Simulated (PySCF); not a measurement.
## ²⁹Si chemical shifts

[PySCF 2.14.0 with density-fitted response routines: PBE0/pcSseg-1 with gauge-including orbitals; GFN2-xTB geometry; relativity neglected; rapidly exchanging positions averaged; a single conformation; isolated molecule]

Shieldings were converted by a linear fit to measured shifts: ²⁹Si: δ = 279.94 − 0.822σ (rms 8.9 ppm, 72 shifts, 25.8 ppm with the 6 outliers that the fit left out vs TMS, solution or neat liquid). A few per cent of atoms miss by over 2 rms, more outside the fitted compound classes.

Task: Give the ²⁹Si shifts of `C#C[SiH2]C1C=C1`, `CCO[Si@H](O)[SiH2][SiH2]S`, `CS[SiH2][Si@H](C#N)[SiH2][SiH3]`, `N#CC[SiH2]Cl`.

Result: 
```tsv
compound	environment	δ (ppm)
C#C[SiH2]C1C=C1	silicon bonded to 2 C, 2 H	-55.9
[CH3:1][CH2:2][O:3][Si@H:4]([OH:5])[SiH2:6][SiH2:7][SH:8]	Si4: silicon bonded to 2 O, Si, H	-23.6
[CH3:1][CH2:2][O:3][Si@H:4]([OH:5])[SiH2:6][SiH2:7][SH:8]	Si7: silicon bonded to S, Si, 2 H	-53.8
[CH3:1][CH2:2][O:3][Si@H:4]([OH:5])[SiH2:6][SiH2:7][SH:8]	Si6: silicon bonded to 2 Si, 2 H	-112.7
[CH3:1][S:2][SiH2:3][Si@H:4]([C:5]#[N:6])[SiH2:7][SiH3:8]	Si3: silicon bonded to S, Si, 2 H	-43.4
[CH3:1][S:2][SiH2:3][Si@H:4]([C:5]#[N:6])[SiH2:7][SiH3:8]	Si4: silicon bonded to C, 2 Si, H	-99.9
[CH3:1][S:2][SiH2:3][Si@H:4]([C:5]#[N:6])[SiH2:7][SiH3:8]	Si8: silicon bonded to Si, 3 H	-102.7
[CH3:1][S:2][SiH2:3][Si@H:4]([C:5]#[N:6])[SiH2:7][SiH3:8]	Si7: silicon bonded to 2 Si, 2 H	-105.8
N#CC[SiH2]Cl	silicon bonded to C, Cl, 2 H	-19.6
```

Task: Match the shifts -14.1, -53.1, -63.0 ppm to `C#CC#CC[SiH3]`, `C/N=C\[C@@H]1CC[Si]1(N)N`, `C#CC1([SiH3])C=C1`.

Result: -14.1: C/N=C\[C@@H]1CC[Si]1(N)N (silicon bonded to 2 C, 2 N, in a 4-membered ring); -53.1: C#CC1([SiH3])C=C1 (silicon bonded to C, 3 H); -63.0: C#CC#CC[SiH3] (silicon bonded to C, 3 H).
